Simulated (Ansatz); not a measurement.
Geometry optimisation, RKS PBE-D4/def2-SVP in Ansatz 0.2.0.

Input:

```yaml
crystal:
  periodic: [false, false, false]
  atoms:
    - { symbol: Sn, position_ang: [0.0, 0.0, 0.0] }
    - { symbol: O, position_ang: [0.0, 0.0, 2.31] }
    - { symbol: H, position_ang: [-0.9095, -0.2814, 2.6471] }
    - { symbol: H, position_ang: [1.6408, 0.0, -0.5794] }
    - { symbol: H, position_ang: [-0.8195, 1.4198, -0.5794] }
    - { symbol: H, position_ang: [-0.8195, -1.4198, -0.5794] }
    - { symbol: F, position_ang: [1.1326, -1.7199, 0.6842] }
    - { symbol: H, position_ang: [0.7397, -1.1233, 1.8212] }
basis:
  gaussian: { orbitals: def2-SVP }
hamiltonian:
  xc: pbe
  dispersion: d4
relax:
  f_tol: 0.15
  max_steps: 25
  restrain:
    - { distance: [0, 6], at: 3.07, k: 30.0 }
    - { distance: [7, 1], at: 2.21, k: 30.0 }
    - { distance: [0, 1], at: 1.96, k: 30.0 }
    - { distance: [7, 6], at: 0.92, k: 30.0 }
```

Launched with:

```bash
$ ansatz run input.yaml --threads 1 --pin off --max-ram 2048MiB --backend cpu --events-out ev --progress --plain --runs-dir out
```

Question: Where does it end, and by what steps?

Answer: It converged. The restraints hold the end off the free minimum. After 7 steps the energy has fallen by 1.291 eV (the restraints' own energy left out); F7 moved furthest, 0.76 Å. Parted: Sn1–F7 (2.17 → 3.07 Å). Joined: F7–H8 (1.34 → 0.94 Å).

```
step  energy less start (eV)  largest force component (eV/Å)  accepted
   0                  0.0000                           3.528       yes
   1                 -0.2957                           3.565       yes
   2                 -0.5819                           3.635       yes
   3                 -0.8680                           2.253       yes
   4                 -1.2389                           1.302       yes
   5                 -1.2275                           1.448        no
   6                 -1.2851                           1.124       yes
   7                 -1.2913                           0.903       yes
```

```xyz
8
Properties=species:S:1:pos:R:3
Sn -0.151 0.157 -0.048
O -0.063 0.171 1.941
H -0.862 -0.207 2.350
H 1.506 0.258 -0.480
H -1.010 1.594 -0.515
H -0.987 -1.252 -0.593
F 1.286 -2.253 1.205
H 1.245 -1.592 1.866
```

The run took 7.7 s on 1 thread of AMD EPYC 9R45 96-Core Processor (Zen 5) (shared host), peak memory 0.15 GiB.
